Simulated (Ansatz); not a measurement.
Ansatz (an electronic-structure program) input file for GeH₂Br₂, SMILES [Br][GeH2][Br], PBE/def2-SVPD. Geometry: B3LYP-D3(BJ)/def2-SVP.

Ansatz 0.2 input:
```yaml
crystal:
  periodic: [false, false, false]
  atoms:
    - {symbol: Ge, position_ang: [0.00000000, 0.00000000, -0.88387454]}
    - {symbol: Br, position_ang: [1.89544464, 0.00000000, 0.45293887]}
    - {symbol: Br, position_ang: [-1.89544464, -0.00000000, 0.45293886]}
    - {symbol: H, position_ang: [0.00000001, -1.29271971, -1.71086767]}
    - {symbol: H, position_ang: [0.00000001, 1.29271971, -1.71086767]}
basis:
  gaussian:
    orbitals: def2-SVPD
hamiltonian:
  xc: {name: PBE}
```

It prints:

```
WARN ansatz: RAYON_NUM_THREADS=1 ignored (pool sized by the plan → 1); use --threads N
Functional definition: PBE
integrals: 0.10 GiB planned
1415 factors; their error is unknown
mean field: 0.48 GiB planned
mean field evaluation 1: about -196591.2816 eV, gradient 2.5e1 eV
mean field evaluation 2: about -196591.1158 eV, gradient 2.9e1 eV
mean field evaluation 4: about -196592.1078 eV, gradient 1.7e0 eV
mean field evaluation 8: about -196592.1182 eV, gradient 4.8e-2 eV
mean field evaluation 16: about -196592.0657 eV, gradient 1.6e-5 eV
mean field -196592.06566341 eV, -7224.6251582421 hartree, gradient 1.6e-5 eV, S^2 0.000000; 0 other end points of the search recorded, 0 dependent functions left out
reference -196592.06571804 eV, -7224.6251602498 hartree; 52, 52 occupied and 84, 84 virtual orbitals, 1415 factors
Total energy: -196592.06571804 eV, -7224.6251602498 hartree
```

The run converged.
